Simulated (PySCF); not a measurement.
Isomers of C7H11NSi, mass 137.066 u with the commonest isotopes. Level of theory: PBE0/pcSseg-1 in PySCF (dipole) on a GFN2-xTB geometry, gas phase. One conformer each, none proved a minimum here; rigid rotors.

**Question.** Order these by radius of gyration √(Σ m r²/M), largest first.
A. `[CH:1]1=[N:2][C@H:3]2[SiH2:4][CH2:5][CH2:6][CH2:7][C:8]2=[CH:9]1` with C1–N2–C3–Si4 -105°, N2–C3–Si4–C5 160°, C3–Si4–C5–C6 -50°, Si4–C5–C6–C7 58°
B. `[cH:1]1[cH:2][cH:3][n:4]([CH:5]2[CH2:6][SiH2:7][CH2:8]2)[cH:9]1` with C3–N4–C5–C6 -57°
C. `[CH2:1]=[C:2]([CH3:3])[Si@H:4]1[CH2:5][C@H:6]([C:7]#[N:8])[CH2:9]1` with C1–C2–Si4–C5 149°
D. `[CH3:1][C:2]#[C:3][Si:4]1([NH2:5])[CH2:6][CH:7]=[CH:8][CH2:9]1` with C3–Si4–N5–H 67° and -67°

**Answer.** C (2.441 Å), D (2.401 Å), B (2.278 Å), A (1.983 Å).

**Question.** Order these by out-of-plane moment Σ m c² = (Ia + Ib − Ic)/2, largest first.
A. `[CH3:1][C:2]#[C:3][Si:4]1([NH2:5])[CH2:6][CH:7]=[CH:8][CH2:9]1` with C3–Si4–N5–H 67° and -67°
B. `[CH:1]1=[N:2][C@H:3]2[SiH2:4][CH2:5][CH2:6][CH2:7][C:8]2=[CH:9]1` with C1–N2–C3–Si4 -105°, N2–C3–Si4–C5 160°, C3–Si4–C5–C6 -50°, Si4–C5–C6–C7 58°
C. `[cH:1]1[cH:2][cH:3][n:4]([CH:5]2[CH2:6][SiH2:7][CH2:8]2)[cH:9]1` with C3–N4–C5–C6 -57°
D. `[CH2:1]=[C:2]([CH3:3])[Si@H:4]1[CH2:5][C@H:6]([C:7]#[N:8])[CH2:9]1` with C1–C2–Si4–C5 149°

**Answer.** A (80.17 u·Å²), D (48.19 u·Å²), C (46.99 u·Å²), B (34.84 u·Å²).

**Question.** Order these by rotational constant B, smallest first.
A. `[CH2:1]=[C:2]([CH3:3])[Si@H:4]1[CH2:5][C@H:6]([C:7]#[N:8])[CH2:9]1` with C1–C2–Si4–C5 149°
B. `[CH3:1][C:2]#[C:3][Si:4]1([NH2:5])[CH2:6][CH:7]=[CH:8][CH2:9]1` with C3–Si4–N5–H 67° and -67°
C. `[CH:1]1=[N:2][C@H:3]2[SiH2:4][CH2:5][CH2:6][CH2:7][C:8]2=[CH:9]1` with C1–N2–C3–Si4 -105°, N2–C3–Si4–C5 160°, C3–Si4–C5–C6 -50°, Si4–C5–C6–C7 58°

**Answer.** A (687.9 MHz), B (780.6 MHz), C (1409 MHz).

```csv
SMILES,point group,Ia (u·Å²),Ib (u·Å²),Ic (u·Å²),κ,μa (D),μb (D),μc (D)
C1=N[C@H]2[SiH2]CCCC2=C1,C1,215.35,358.68,504.35,-0.39,2.49,1.65,0.41
C=C(C)[Si@H]1C[C@H](C#N)C1,C1,130.26,734.62,768.50,-0.98,4.69,1.63,0.48
CC#C[Si]1(N)CC=CC1,near Cs,223.19,647.39,710.25,-0.91,2.12,0.71,0.00
c1ccn(C2C[SiH2]C2)c1,Cs,121.50,636.94,664.47,-0.98,2.02,0.65,0.01
```
